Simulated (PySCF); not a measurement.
HSe, SMILES [SeH] (connectivity only; charge and spin as stated), charge -1, multiplicity 1. Heavy atoms are numbered as in [SeH:1]. Hydrogens are named by the atom that carries them.

Coordinates come from a PBE0-D3(BJ)/def2-TZVPD optimisation. The spin state was assumed, not searched.

All values below come from KT2/pcSseg-2 (PySCF).

GIAO shieldings, no solvent; atoms alike by connectivity are averaged. δ = σ(ref) − σ: ⁷⁷Se against Me2Se (σ = 1704.9 ppm); ¹H against TMS (σ = 31.47 ppm), references at their B3LYP-D3(BJ)/def2-TZVP geometries, non-relativistic.

### Question
Estimate the chemical shifts. (The exact figures need the calculation; the answer reports its results.)

### Answer

```csv
nucleus,atoms,count,δ (ppm)
⁷⁷Se,Se1 (SeH),1,-815.4
¹H,H on Se1,1,-4.31
```
